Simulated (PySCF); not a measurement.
Two-photon absorption: `Cl/C1=C/CC/C=C\CC1`, C$_{8}$H$_{11}$Cl

Molfile (atoms numbered from 1):
```
C8H11Cl
     RDKit          3D

 20 20  0  0  0  0  0  0  0  0999 V2000
    1.4662    4.2244   -1.4652 Cl  0  0  0  0  0  0  0  0  0  0  0  0
    0.5831    3.0282   -0.5335 C   0  0  0  0  0  0  0  0  0  0  0  0
   -0.7455    2.9761   -0.6753 C   0  0  0  0  0  0  0  0  0  0  0  0
   -1.7185    2.0057   -0.0742 C   0  0  0  0  0  0  0  0  0  0  0  0
   -1.1868    0.6705    0.4609 C   0  0  0  0  0  0  0  0  0  0  0  0
   -0.4383   -0.1495   -0.5566 C   0  0  0  0  0  0  0  0  0  0  0  0
    0.8401   -0.0509   -0.9445 C   0  0  0  0  0  0  0  0  0  0  0  0
    1.9195    0.8899   -0.4983 C   0  0  0  0  0  0  0  0  0  0  0  0
    1.4832    2.1371    0.2718 C   0  0  0  0  0  0  0  0  0  0  0  0
   -1.1906    3.7291   -1.3330 H   0  0  0  0  0  0  0  0  0  0  0  0
   -2.4708    1.7910   -0.8531 H   0  0  0  0  0  0  0  0  0  0  0  0
   -2.2837    2.5143    0.7295 H   0  0  0  0  0  0  0  0  0  0  0  0
   -0.5837    0.8323    1.3646 H   0  0  0  0  0  0  0  0  0  0  0  0
   -2.0577    0.0889    0.8012 H   0  0  0  0  0  0  0  0  0  0  0  0
   -1.0340   -0.9198   -1.0601 H   0  0  0  0  0  0  0  0  0  0  0  0
    1.1680   -0.7651   -1.7093 H   0  0  0  0  0  0  0  0  0  0  0  0
    2.4781    1.2164   -1.3929 H   0  0  0  0  0  0  0  0  0  0  0  0
    2.6551    0.3298    0.1086 H   0  0  0  0  0  0  0  0  0  0  0  0
    2.3771    2.7133    0.5505 H   0  0  0  0  0  0  0  0  0  0  0  0
    0.9927    1.8641    1.2135 H   0  0  0  0  0  0  0  0  0  0  0  0
  1  2  1  0
  2  3  2  0
  3  4  1  0
  4  5  1  0
  5  6  1  0
  6  7  2  0
  7  8  1  0
  8  9  1  0
  9  2  1  0
  3 10  1  0
  4 11  1  0
  4 12  1  0
  5 13  1  0
  5 14  1  0
  6 15  1  0
  7 16  1  0
  8 17  1  0
  8 18  1  0
  9 19  1  0
  9 20  1  0
M  END
```

Computed with TDDFT CAM-B3LYP/aug-cc-pVDZ excited states, vertical, gas phase (PySCF). Geometry: PBE0-D3(BJ)/def2-SVP.

**Question.** Give the one- and two-photon strengths of the lowest singlets.

**Answer.** δ for parallel linear polarisation; σ at the peak of a Lorentzian of half width 0.1 eV, single beam; Ω is circular over linear.
| state | E (eV) | f | photon λ (nm) | δ (au) | σ (GM) | Ω | main |
| --- | --- | --- | --- | --- | --- | --- | --- |
| S1 | 5.91 | 0.010 | 420 | 5.9 | 0.07 | 1.04 | HOMO→LUMO 0.49, HOMO→LUMO+3 0.14 |
| S2 | 6.13 | 0.014 | 404 | 57.2 | 0.79 | 1.42 | HOMO−1→LUMO 0.53, HOMO−1→LUMO+2 0.09 |
| S3 | 6.23 | 0.028 | 398 | 27.3 | 0.39 | 0.41 | HOMO→LUMO+2 0.22, HOMO→LUMO+1 0.18 |
| S4 | 6.26 | 0.048 | 396 | 14.5 | 0.21 | 1.07 | HOMO→LUMO+4 0.40, HOMO−1→LUMO 0.10 |
| S5 | 6.51 | 0.008 | 381 | 61.3 | 0.95 | 0.94 | HOMO→LUMO+1 0.28, HOMO→LUMO+2 0.15 |
| S6 | 6.58 | 0.009 | 377 | 9.34 | 0.15 | 1.39 | HOMO−1→LUMO+2 0.35, HOMO−1→LUMO+4 0.14 |

Among these, the strongest one-photon state is S4, the strongest two-photon state S5, with a dipole change of 3.0 D (relaxed, norm of the difference vector).
